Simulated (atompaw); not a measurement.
## Cutoff test, promethium, PAW (atompaw)

- Element: promethium
- Generator: atompaw 4.2.0.5
- Type: PAW
- Functional: LDA (PW92)
- Relativity: scalar-relativistic
- Frozen core: [Kr] 4d10
- Valence charge: 15
- Reference configuration: 4f5 5s2 5p6 5d0 6s0 6p0 (charge +2)
- Partial waves: 5s (bound): rc 1.90 bohr; 6s (bound, empty): rc 3.00 bohr; 5p (bound): rc 2.70 bohr; 6p (bound, empty): rc 2.30 bohr; 5d (bound, empty): rc 3.00 bohr; 5d channel at 1.9 Ry: rc 3.00 bohr; 4f (bound): rc 0.90 bohr; 4f channel at 0.6 Ry: rc 0.90 bohr
- Local potential: bessel scheme, radius 2.30 bohr
- Core correction: smooth core density matched at 2.20 bohr
- Augmentation charge: besselshape compensation charge, radius 2.75 bohr; PAW radius 3.00 bohr; waves and projectors: custom rrkj vanderbiltortho

The pseudo-atom Hamiltonian at the reference potential is diagonalised in spherical Bessel functions j_l(qr) that vanish at 20 bohr, with q² up to the cutoff. All-electron valence levels (Ry): 5s -4.0626, 6s -0.9996, 5p -2.6426, 6p -0.7048, 5d -1.0109, 4f -1.1376.

Task: How do the lowest levels (Ry) of each channel move with the cutoff, and are there ghosts?

Result:

```json
{"cutoff (Ry)": "8", "s #1": "-4.0256", "s #2": "-0.9995", "p #1": "-2.6315", "p #2": "-0.6804", "p #3": "-0.3182", "d #1": "-1.0019", "f #1": "-0.2994", "f #2": "-0.1739", "Σ f·Δε (mRy)": "4330.8"}
{"cutoff (Ry)": "15", "s #1": "-4.0619", "s #2": "-0.9996", "p #1": "-2.6424", "p #2": "-0.6999", "p #3": "-0.3252", "d #1": "-1.0107", "f #1": "-0.3044", "f #2": "-0.1783", "Σ f·Δε (mRy)": "4167.6"}
{"cutoff (Ry)": "25", "s #1": "-4.0625", "s #2": "-0.9996", "p #1": "-2.6425", "p #2": "-0.7047", "p #3": "-0.3270", "d #1": "-1.0109", "f #1": "-0.3082", "f #2": "-0.1816", "Σ f·Δε (mRy)": "4146.4"}
{"cutoff (Ry)": "35", "s #1": "-4.0626", "s #2": "-0.9996", "p #1": "-2.6426", "p #2": "-0.7048", "p #3": "-0.3270", "d #1": "-1.0109", "f #1": "-0.3113", "f #2": "-0.1842", "Σ f·Δε (mRy)": "4130.7"}
{"cutoff (Ry)": "50", "s #1": "-4.0626", "s #2": "-0.9996", "p #1": "-2.6426", "p #2": "-0.7048", "p #3": "-0.3270", "d #1": "-1.0109", "f #1": "-0.3172", "f #2": "-0.1891", "Σ f·Δε (mRy)": "4101.0"}
{"cutoff (Ry)": "70", "s #1": "-4.0626", "s #2": "-0.9996", "p #1": "-2.6426", "p #2": "-0.7048", "p #3": "-0.3270", "d #1": "-1.0109", "f #1": "-0.3484", "f #2": "-0.2125", "Σ f·Δε (mRy)": "3945.0"}
{"cutoff (Ry)": "100", "s #1": "-4.0626", "s #2": "-0.9996", "p #1": "-2.6426", "p #2": "-0.7048", "p #3": "-0.3270", "d #1": "-1.0109", "f #1": "-0.8163", "f #2": "-0.2791", "Σ f·Δε (mRy)": "1605.5"}
{"cutoff (Ry)": "140", "s #1": "-4.0626", "s #2": "-0.9996", "p #1": "-2.6426", "p #2": "-0.7048", "p #3": "-0.3270", "d #1": "-1.0109", "f #1": "-1.1109", "f #2": "-0.2858", "Σ f·Δε (mRy)": "132.6"}
{"cutoff (Ry)": "180", "s #1": "-4.0626", "s #2": "-0.9996", "p #1": "-2.6426", "p #2": "-0.7048", "p #3": "-0.3270", "d #1": "-1.0109", "f #1": "-1.1348", "f #2": "-0.2862", "Σ f·Δε (mRy)": "13.0"}
{"cutoff (Ry)": "260", "s #1": "-4.0626", "s #2": "-0.9996", "p #1": "-2.6426", "p #2": "-0.7048", "p #3": "-0.3270", "d #1": "-1.0109", "f #1": "-1.1370", "f #2": "-0.2862", "Σ f·Δε (mRy)": "2.0"}
{"cutoff (Ry)": "400", "s #1": "-4.0626", "s #2": "-0.9996", "p #1": "-2.6426", "p #2": "-0.7048", "p #3": "-0.3270", "d #1": "-1.0109", "f #1": "-1.1374", "f #2": "-0.2862", "Σ f·Δε (mRy)": "0.0"}
```

Result: no extra level below or beside the all-electron valence levels (s, p, d, f tested); 10 mRy is reached at 230 Ry and 1 mRy at over 300 Ry.
